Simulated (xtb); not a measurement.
C$_{2}$H$_{2}$Cl (SMILES C=[C]Cl), doublet, from a rough starting geometry; GFN2-xTB (xtb 6.7.1).

Input for xtb:
```
$ xtb mol.xyz --gfn 2 --uhf 1 --opt vtight --json

# file mol.xyz
5

C     -0.85064160     0.10103949    -0.01216055
C      0.42733529     0.37108020     0.04130958
Cl    -1.52337560    -1.52686529    -0.00280094
H      1.17803085    -0.42745087    -0.00243349
H      0.74152577     1.38762343     0.01477276
```

Problem. Predict the main parts of the log of this xtb run.

Solution. 
```
   ID    Z sym.   atoms
    1    6 C      1, 2
    2   17 Cl     3
    3    1 H      4, 5

           -------------------------------------------------
          |                Calculation Setup                |
           -------------------------------------------------

           -------------------------------------------------
          |                 G F N 2 - x T B                 |
           -------------------------------------------------

          ...................................................
          :                      SETUP                      :
          :.................................................:
          :  # basis functions                  20          :
          :  # atomic orbitals                  19          :
          :  # shells                            9          :
          :  # electrons                        17          :
          :  max. iterations                   250          :
          :  Hamiltonian                  GFN2-xTB          :
          :  restarted?                      false          :
          :  GBSA solvation                  false          :
          :  PC potential                    false          :
          :  electronic temp.          300.0000000     K    :
          :  accuracy                    1.0000000          :
          :  -> integral cutoff          0.2500000E+02      :
          :  -> integral neglect         0.1000000E-07      :
          :  -> SCF convergence          0.1000000E-05 Eh   :
          :  -> wf. convergence          0.1000000E-03 e    :
          :  Broyden damping             0.4000000          :
          :  net charge                          0          :
          :  unpaired electrons                  1          :
          ...................................................

 iter      E             dE          RMSdq      gap      omega  full diag
   1     -9.8025708 -0.980257E+01  0.548E+00    3.71       0.0  T
   2     -9.8081015 -0.553075E-02  0.360E+00    3.85       1.0  T
   3     -9.7964324  0.116692E-01  0.244E+00    3.56       1.0  T
   4     -9.8169831 -0.205507E-01  0.509E-01    3.80       1.0  T
   5     -9.8175172 -0.534072E-03  0.172E-01    3.75       1.0  T
   6     -9.8175391 -0.219246E-04  0.119E-01    3.74       1.0  T
   7     -9.8175421 -0.299087E-05  0.966E-02    3.75       1.0  T
   8     -9.8175558 -0.136907E-04  0.685E-02    3.74       1.0  T
   9     -9.8175772 -0.213886E-04  0.172E-02    3.75       2.6  T
[...]
         :: total energy              -9.719841752941 Eh    ::
 * total energy  :    -9.7198418 Eh     change       -0.3179679E-12 Eh
 * total energy  :    -9.7232634 Eh     change       -0.3421624E-02 Eh
 * total energy  :    -9.7260820 Eh     change       -0.2818664E-02 Eh
 * total energy  :    -9.7265374 Eh     change       -0.4554023E-03 Eh
 * total energy  :    -9.7265786 Eh     change       -0.4117826E-04 Eh
 * total energy  :    -9.7265876 Eh     change       -0.8997094E-05 Eh
 * total energy  :    -9.7265904 Eh     change       -0.2739053E-05 Eh
 * total energy  :    -9.7265907 Eh     change       -0.3565770E-06 Eh
 * total energy  :    -9.7265907 Eh     change       -0.9699706E-08 Eh
   *** GEOMETRY OPTIMIZATION CONVERGED AFTER 9 ITERATIONS ***
         :: total energy              -9.726590724259 Eh    ::
[...]
        19                          0.6983444              19.0029
      -------------------------------------------------------------
                  HL-Gap            0.1241298 Eh            3.3777 eV
             Fermi-level           -0.3204427 Eh           -8.7197 eV

     #   Z          covCN         q      C6AA      α(0)
     1   6 C        1.874     0.012    30.813     8.966
     2   6 C        2.853    -0.102    30.572     9.062
     3  17 Cl       0.915    -0.058   100.939    15.370
     4   1 H        0.925     0.073     2.055     2.242
     5   1 H        0.926     0.075     2.033     2.230

 Mol. C6AA /au·bohr⁶  :        575.031758
 Mol. C8AA /au·bohr⁸  :      18060.936890
 Mol. α(0) /au        :         37.869934

Wiberg/Mayer (AO) data.
largest (>0.10) Wiberg bond orders for each atom

 ---------------------------------------------------------------------------
     #   Z sym  total        # sym  WBO       # sym  WBO       # sym  WBO
 ---------------------------------------------------------------------------
     1   6 C    3.326 --     2 C    2.017     3 Cl   1.228
     2   6 C    3.978 --     1 C    2.017     5 H    0.947     4 H    0.903
                             3 Cl   0.111
     3  17 Cl   1.386 --     1 C    1.228     2 C    0.111
     4   1 H    0.988 --     2 C    0.903
     5   1 H    0.994 --     2 C    0.947
 ---------------------------------------------------------------------------

Topologies differ in total number of bonds
Writing topology from bond orders to xtbtopo.mol

molecular dipole:
                 x           y           z       tot (Debye)
 q only:        0.350       0.240       0.003
   full:        0.377      -0.060       0.001       0.970
molecular quadrupole (traceless):
                xx          xy          yy          xz          yz          zz
 q only:       -0.073      -0.604       0.087       0.004       0.004      -0.015
  q+dip:        0.803       0.666       0.803       0.022       0.017      -1.605
   full:       -0.019       0.551       1.018       0.016       0.014      -0.999

optimized geometry written to: xtbopt.xyz

           -------------------------------------------------
          | TOTAL ENERGY               -9.726590724259 Eh   |
          | GRADIENT NORM               0.000035845401 Eh/α |
          | HOMO-LUMO GAP               3.377743241279 eV   |
           -------------------------------------------------

normal termination of xtb
```
